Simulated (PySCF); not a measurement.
# From computed data to an observable: dipole moment from atomic charges

NbOCl₃, SMILES [O]=[Nb]([Cl])([Cl])[Cl], multiplicity 1. Atoms are numbered in the order given.

```xyz
5

Nb     0.0000     0.0000    -0.2244
O      0.0000     0.0000    -1.9109
Cl     1.8917     1.0922     0.4801
Cl    -1.8917     1.0922     0.4801
Cl     0.0000    -2.1844     0.4801
```

Coordinates come from a B3LYP-D3(BJ)/def2-SVP optimisation. The spin state was assumed, not searched. The isomer is the one that the SMILES or the coordinates give; other isomers of the formula were not compared. The def2 effective core potentials stand for the cores of Nb; spin–orbit coupling is left out.

Charges (e) from PBE/def2-TZVP run with PySCF:

```csv
atom,ESP fit,Mulliken
Nb1,0.509,1.331
O2,-0.242,-0.426
Cl3,-0.089,-0.302
Cl4,-0.089,-0.302
Cl5,-0.088,-0.302
```

The dipole moment of the full density is 1.01 D.

Problem. What dipole moment does each set of point charges give, and which comes closer to that of the density?

Solution. 
μ = Σ q r, and 1 e Å = 4.8032 D.
ESP fit: Σ q r = (0.000, -0.002, 0.221) e Å, |μ| = 1.06 D.
Mulliken: Σ q r = (0.000, 0.000, 0.080) e Å, |μ| = 0.39 D.
ESP fit comes closer in size. Point charges leave out the atoms' own dipoles (lone pairs, polarised bonds); fits to the potential absorb them, partitions of the density don't.
